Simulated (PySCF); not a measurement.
Mn(2+): ionisation energy

Mn(2+) [Ar] 3d5 [3d3/2^4 3d5/2^1, M_J = 5/2] → Mn(3+) [Ar] 3d4 [3d3/2^4, M_J = 0], as a difference of total energies. Calculation: PySCF 2.14, in x2c-TZVPall-2c; the two-component X2C-1e Hamiltonian. Correlated levels: [Ne] frozen; the 6 highest virtual spinors dropped. "Screened" scales the spin-orbit matrix elements by Boettger's factors to mimic the two-electron term; Breit and QED terms are absent.

```csv
method,ionisation energy (eV),error (eV)
GHF (spin-free),32.459,-1.209
GMP2 (spin-free),33.567,-0.101
GHF (screened spin-orbit),32.408,-1.260
GMP2 (screened spin-orbit),33.516,-0.152
```

Reference: 33.668 ± 0.012 eV (measured; NIST Atomic Spectra Database, ionization energies).

Errors of the correlated levels include the incompleteness of this basis and the frozen core.

The labels give the starting determinants; with spin-orbit coupling the two ends relaxed to ⟨J²⟩ = 8.75, ⟨L²⟩ = 0.00, ⟨S²⟩ = 8.75 and ⟨J²⟩ = 3.92, ⟨L²⟩ = 6.00, ⟨S²⟩ = 6.00.

The determinant of Mn(3+) mixes levels of different J (the jj label is only the starting occupation), so the difference between spin-free and spin-orbit rows is not the physical spin-orbit shift.
